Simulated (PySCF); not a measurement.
³³S chemical shifts

PySCF calculation with coordinates at the GFN2-xTB level and GIAO PBE0/pcSseg-1 shieldings; relativity neglected, single conformer, one averaged value for each set of equivalent atoms, in vacuum.

Shieldings were converted by a linear fit to measured shifts: ³³S: δ = 158.28 − 0.937σ (rms 33.3 ppm, 20 shifts vs sulfate, solution or neat liquid). Occasional misses reach two or three times the rms, and more in compound classes unlike the fitted ones.

Problem. Give the ³³S shifts of `O=c1cc(S[SiH3])cco1`, `CC1(C)CCS1(=O)=O`, `C=C[C@@H](C)S(C)(=O)=O`, `CS(=O)(=O)C1CCC1`, `CS(=O)(=O)C1CCC1`, `CCCCS[Si](Cl)(Cl)Cl`.

Solution. 
| compound | environment | δ (ppm) |
| --- | --- | --- |
| O=c1cc(S[SiH3])cco1 | sulfur bonded to C, Si | -374 |
| CC1(C)CCS1(=O)=O | sulfone sulfur | -12 |
| C=C[C@@H](C)S(C)(=O)=O | sulfone sulfur | -24 |
| CS(=O)(=O)C1CCC1 | sulfone sulfur | -22 |
| CS(=O)(=O)C1CCC1 | sulfone sulfur | -22 |
| CCCCS[Si](Cl)(Cl)Cl | sulfur bonded to C, Si | -326 |

Problem. Match the shifts 1098, 31, -38, -222, -292, -376 ppm to `CCC(=O)OCSC`, `O=S1(=O)CCCCC1`, `O=C1C=C(S[SiH3])C(=O)C1`, `C=C1[Si@@H](O)C([SiH3])=C[S@]1=O`, `CC(=S)[SiH2]n1cccc1`, `C=CC[C@@]1(F)CCCCS1`.

Solution. 1098: CC(=S)[SiH2]n1cccc1 (thione sulfur); 31: C=C1[Si@@H](O)C([SiH3])=C[S@]1=O (sulfoxide sulfur); -38: O=S1(=O)CCCCC1 (sulfone sulfur); -222: C=CC[C@@]1(F)CCCCS1 (sulfide sulfur); -292: CCC(=O)OCSC (sulfide sulfur); -376: O=C1C=C(S[SiH3])C(=O)C1 (sulfur bonded to C, Si).
